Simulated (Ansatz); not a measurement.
C3H3N, SMILES `C#C[C]N` (excited triplet) (charge 0, multiplicity 3). This triplet is an excited state, 1.00 eV above the relaxed singlet at the level B3LYP/cc-pVTZ // PBE0-D3(BJ)/def2-TZVP (Ansatz, a first-principles code).

All values below come from frozen-core CCSD(T)/cc-pVTZ // PBE0-D3(BJ)/def2-TZVP (Ansatz).

Ansatz 0.2 input:
```yaml
crystal:
  periodic: [false, false, false]
  atoms:
    - { symbol: C, position_ang: [2.132848, -0.349466, 0.610937] }
    - { symbol: C, position_ang: [0.906296, -0.078421, 0.32458] }
    - { symbol: C, position_ang: [-0.299873, 0.017611, -0.035853] }
    - { symbol: N, position_ang: [-1.611163, 0.265247, -0.020078] }
    - { symbol: H, position_ang: [3.110994, 0.054281, 0.785561] }
    - { symbol: H, position_ang: [-2.131578, 0.027493, -0.850408] }
    - { symbol: H, position_ang: [-2.107518, 0.063256, 0.837351] }
basis:
  gaussian: { orbitals: cc-pVTZ }
correlation:
  method: ccsd_t
magnetization:
  spin_polarized: true
  initial_magnetization: 2
```

Output:

```
Functional definition: HF
932 factors; integrals over basis functions are off by at most 1.0e-3 eV
mean field evaluation 1: about -4614.4491 eV, gradient 2.1e1 eV
mean field evaluation 2: about -4614.4547 eV, gradient 2.1e1 eV
mean field evaluation 4: about -4617.7533 eV, gradient 4.7e0 eV
mean field evaluation 8: about -4618.2718 eV, gradient 2.7e-1 eV
mean field evaluation 16: about -4614.4485 eV, gradient 2.1e1 eV
mean field evaluation 32: about -4614.5029 eV, gradient 3.3e-1 eV
mean field -4618.27421837 eV, -169.7184471465 hartree, gradient 2.3e-6 eV, S^2 2.340793; 0 other end points of the search recorded, 0 dependent functions left out
4 core orbitals not correlated
reference -4618.27421837 eV, -169.7184471465 hartree; 11, 9 occupied and 147, 149 virtual orbitals, 932 factors
second order -16.03652425 eV of doubles, -0.00000000 eV of singles
cycle   1  -16.40294284 eV  change   -3.7e-1 eV  update   1.2e-1
cycle   2  -16.97506852 eV  change   -5.7e-1 eV  update   4.9e-2
cycle   3  -17.22359887 eV  change   -2.5e-1 eV  update   3.6e-2
cycle   4  -17.23727462 eV  change   -1.4e-2 eV  update   1.3e-2
cycle   5  -17.23696275 eV  change    3.1e-4 eV  update   5.5e-3
cycle   6  -17.24014600 eV  change   -3.2e-3 eV  update   2.1e-3
cycle   7  -17.24032237 eV  change   -1.8e-4 eV  update   1.2e-3
cycle   8  -17.24051566 eV  change   -1.9e-4 eV  update   6.4e-4
cycle   9  -17.24082923 eV  change   -3.1e-4 eV  update   3.0e-4
cycle  10  -17.24065034 eV  change    1.8e-4 eV  update   1.2e-4
cycle  11  -17.24071701 eV  change   -6.7e-5 eV  update   5.7e-5
cycle  12  -17.24070763 eV  change    9.4e-6 eV  update   2.4e-5
perturbative correction -0.84458634 eV, -0.0310379756 hartree
Total energy: -4636.35951234 eV, -170.3830694413 hartree
```
